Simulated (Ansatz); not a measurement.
The same hydrolysis along the group F, Cl, Br.

Calculated with Ansatz (gas phase, PBE0-D4/def2-TZVP geometries, no zero-point term in ΔE). CBS: MP2 limit from def2 TZ/QZ plus the TZ coupled-cluster correction, frozen cores. This one scheme is used for every species. Functionals use def2-TZVPP. def2 core potentials past Kr. For Br, In outer-core shells are correlated without core-valence functions, which leaves a few kJ/mol of doubt a bond. Scalar relativity is left out up to krypton. One conformer a species, not always the lowest.

```csv
reaction,r2SCAN-D4 (kcal/mol),CCSD(T)/CBS(def2) (kcal/mol)
`[CH3][In]([F])[F]` + H₂O → `[OH][In]([F])[F]` + CH₄,-4.5,-3.2
`[CH3][In]([Cl])[Cl]` + H₂O → `[OH][In]([Cl])[Cl]` + CH₄,-7.6,-6.2
`[CH3][In]([Br])[Br]` + H₂O → `[OH][In]([Br])[Br]` + CH₄,-8.5,-7.0
```

Largest T1 diagnostic: 0.018, for `[OH][In]([F])[F]`.
